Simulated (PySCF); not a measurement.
FH3OSiZn.

```xyz
7

Zn    -0.0711    -0.8393     0.0000
F      0.2871    -2.5259     0.0000
O     -0.5285     0.8468     0.0000
Si     0.1825     2.3344     0.0000
H      1.0487     2.5358    -1.2074
H     -0.8760     3.3862     0.0000
H      1.0487     2.5358     1.2074
```

Coordinates come from a r2SCAN-D4/def2-SVP optimisation. The structure was generated by enumeration; whether it is a known compound was not checked. The values are those of a single conformer.

The numbers are results of KT2/pcSseg-1 (PySCF), not measurements. Non-relativistic, no solvent.

Computed absolute GIAO shielding of each atom: isotropic value and principal components (ppm):
| atom | σ(iso) | σ11 | σ22 | σ33 | span |
|---|---|---|---|---|---|
| Zn1 | 1672.3 | 1244.3 | 1250.6 | 2522.1 | 1277.7 |
| F2 | 413.4 | 372.4 | 376.0 | 491.8 | 119.4 |
| O3 | 337.8 | 273.3 | 349.6 | 390.4 | 117.1 |
| Si4 | 388.4 | 329.4 | 339.9 | 495.9 | 166.5 |
| H5 | 25.7 | 22.3 | 23.9 | 30.9 | 8.7 |
| H6 | 25.8 | 22.6 | 23.7 | 31.1 | 8.5 |
| H7 | 25.7 | 22.3 | 23.9 | 30.9 | 8.7 |
